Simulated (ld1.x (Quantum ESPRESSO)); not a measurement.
## An all-electron radial function and its pseudo partner (gadolinium)

Columns: radius, all-electron u(r) and pseudo u(r) of the 6s shell (level -4.13 eV) of gadolinium in the configuration [Kr] 4d10 4f7 5s2 5p6 5d1 6s2 6p0; PBE, scalar-relativistic, PAW scheme, ld1.x (Quantum ESPRESSO) 7.5.

| r (bohr) | all-electron | pseudo |
| --- | --- | --- |
| 0.175 | 0.1106 | 0.2597 |
| 0.350 | -0.1148 | 0.4805 |
| 0.525 | -0.1194 | 0.6315 |
| 0.700 | 0.0709 | 0.6952 |
| 0.875 | 0.2187 | 0.6706 |
| 1.050 | 0.2627 | 0.5714 |
| 1.225 | 0.2223 | 0.4215 |
| 1.400 | 0.1314 | 0.2487 |
| 1.575 | 0.0186 | 0.0777 |
| 1.750 | -0.0972 | -0.0742 |
| 1.925 | -0.2047 | -0.1995 |
| 2.100 | -0.2985 | -0.2986 |
| 2.275 | -0.3766 | -0.3768 |
| 2.450 | -0.4391 | -0.4391 |
| 2.625 | -0.4872 | -0.4872 |
| 2.800 | -0.5224 | -0.5224 |
| 2.975 | -0.5465 | -0.5465 |
| 3.150 | -0.5609 | -0.5609 |
| 3.325 | -0.5672 | -0.5672 |
| 3.500 | -0.5665 | -0.5665 |
| 3.675 | -0.5601 | -0.5601 |
| 3.850 | -0.5488 | -0.5488 |
| 4.025 | -0.5338 | -0.5338 |
| 4.200 | -0.5157 | -0.5157 |
| 4.375 | -0.4953 | -0.4953 |
| 4.550 | -0.4733 | -0.4733 |

Problem. How many radial nodes do the two functions have?

Solution. The all-electron 6s function has n − l − 1 = 5 (the table is too coarse to show those close to the nucleus); the pseudo-wave has 1, since 1 lower shell of the same l stays in the valence.

Problem. At about which radius was the pseudo-wave matched?

Solution. 2.45 bohr. The columns agree to 0.0005 from 2.10 bohr on; several derivatives are matched, so the curves merge somewhat inside the radius.

Problem. Is the pseudo-wave norm-conserving?

Solution. No, it belongs to a PAW set: the norm inside the radius is not constrained, and the difference is carried by the augmentation charge.
